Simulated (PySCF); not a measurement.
Input of a run (PBE0-D3(BJ)/def2-SVP geometry optimisation, gas phase, def2 core potentials past Kr (PySCF 2.14.0)), started from GFN2-xTB:
```
{"job": {"xc": "PBE0", "basis": "def2-SVP", "d3": "d3bj", "grid": 1, "maxiter": 40, "kind": "geom"}, "charge": 0, "multiplicity": 1}
La    -0.004180     0.001280     0.000640
N      2.294790     0.265770    -0.030040
H      2.826590    -0.138670    -0.805100
H      2.835230     0.024850     0.804500
N     -1.378420     1.863420    -0.015460
H     -1.404540     2.464520     0.811790
H     -1.321540     2.513500    -0.803220
N     -0.920280    -2.125840     0.039290
H     -1.373550    -2.487380    -0.803420
H     -1.554100    -2.381470     0.801020
```

Output (energies in Eh, forces in Eh/bohr):
```
step   0  E = -199.16371643  max force = 0.006307
step   1  E = -199.16592248  max force = 0.015581
step   2  E = -199.16953860  max force = 0.008299
step   3  E = -199.17763008  max force = 0.012431
step   4  E = -199.18375147  max force = 0.030331
step   5  E = -199.19214734  max force = 0.024062
step   6  E = -199.20556309  max force = 0.006511
step   7  E = -199.20693176  max force = 0.005824
step   8  E = -199.20833794  max force = 0.004456
step   9  E = -199.20870076  max force = 0.001197
step  10  E = -199.20878663  max force = 0.001107
step  11  E = -199.20883116  max force = 0.001004
step  12  E = -199.20887593  max force = 0.000591
step  13  E = -199.20889574  max force = 0.000555
step  14  E = -199.20890492  max force = 0.000306
optimisation converged
```

**Question.** Summarise the run.

**Answer.** The energy falls by 1.230 eV over 15 energy and gradient evaluations, the largest force component goes from 0.0063 to 3.1e-04 Eh/bohr, and the atoms move by 0.845 Å rms after alignment. The bond that changes most is La1–N8 (ends: lanthanum bonded to 3 N; nitrogen bonded to La and 2 H), which shortens by 0.008 Å. Bonds longer at the end by more than 0.005 Å: 0 of 9; shorter: 3. Among the angles that change most is La1–N5–H6, from 118.8° to 128.2°. Among the dihedrals that turn most is N8–La1–N5–H6, from 111° to -2°. The energy never rose by more than 1e-6 Eh on the way. The first step brought 5 % of the lowering.

**Question.** What are the final bond lengths?

**Answer.** La1–N2 2.309 Å, La1–N5 2.308 Å, La1–N8 2.308 Å, N2–H3 1.022 Å, N2–H4 1.022 Å, N5–H6 1.021 Å, N5–H7 1.022 Å, N8–H9 1.021 Å, N8–H10 1.022 Å. Numbering counts from 1 in the input's order; the species is La(NH2)3, `[NH2][La]([NH2])[NH2]`.

The run used 104 basis functions and 105 SCF cycles in all. The run took 56 s on x86-64 server, one thread, no GPU, shared host.

Whether it is a minimum is left open (no frequencies).
